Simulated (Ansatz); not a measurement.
Compare A (`C[SiH2]OB(N)F`) with its isomer B (`C[Si](N)(F)BO`).

Computed with Ansatz on PBE0-D4/def2-TZVP structures; ΔE is electronic, products minus reactants. CCSD(T)/CBS is the MP2 limit (def2-TZVPP, def2-QZVPP) plus CCSD(T) − MP2 in def2-TZVPP, frozen cores. Functionals use def2-TZVPP. B3LYP here is the variant with VWN-RPA as its local correlation; programs differ in this. Each species was taken in one conformer, which may not be the lowest.

A:

Z-matrix (Å, degrees):
```
C
Si 1 1.856
H 1 1.092 2 110.9
H 1 1.093 2 110.4 3 -119.8
H 1 1.092 2 110.9 3 120.3
O 2 1.654 1 107.5 3 -60.2
H 2 1.487 1 110.7 3 -179.8
H 2 1.487 1 110.7 3 59.4
B 6 1.359 2 132.6 1 179.7
N 9 1.399 6 121.7 2 180.0
F 9 1.346 6 119.6 2 -0.0
H 10 1.003 9 122.2 6 0.0
H 10 1.003 9 122.5 6 180.0
```

B:

Z-matrix (Å, degrees):
```
C
Si 1 1.861
H 1 1.092 2 110.9
H 1 1.092 2 111.1 3 -120.6
H 1 1.094 2 110.8 3 119.3
N 2 1.705 1 109.2 3 -176.5
F 2 1.622 1 104.9 3 -55.2
B 2 2.030 1 116.5 3 61.1
H 6 1.007 2 120.3 1 -160.9
H 6 1.007 2 123.2 1 45.1
O 8 1.355 2 117.4 1 141.1
H 8 1.207 2 124.0 1 -39.6
H 11 0.962 8 113.9 2 178.7
```

Problem. Which isomer does CCSD(T)/CBS put lower? Give the gap. (Best estimate.)

Solution. Computed: A, by 40.8 kcal/mol.

Problem. Give E(B) − E(A) in kcal/mol with B2PLYP, MP2/def2-TZVPP, HF/def2-TZVPP, B3LYP-D4, CCSD/def2-TZVPP, CCSD(T)/def2-TZVPP, PBE0-D4. (Estimate.)

Solution. Ansatz gave: B2PLYP 42.9, MP2/def2-TZVPP 42.5, HF/def2-TZVPP 48.8, B3LYP-D4 42.1, CCSD/def2-TZVPP 42.8, CCSD(T)/def2-TZVPP 42.0, PBE0-D4 40.8. None reverses the order clearly.

Largest T1 diagnostic: 0.013.

The D4 term adds −0.8 kcal/mol with B3LYP and −0.5 kcal/mol with PBE0; it sums over pairs of atoms, weighted by their polarisabilities, and B3LYP, whose exchange is more repulsive, gets the larger term. From PBE to PBE0 (25 % exact exchange), in def2-TZVPP and without D4, E(B) − E(A) moves by +2.2 kcal/mol.
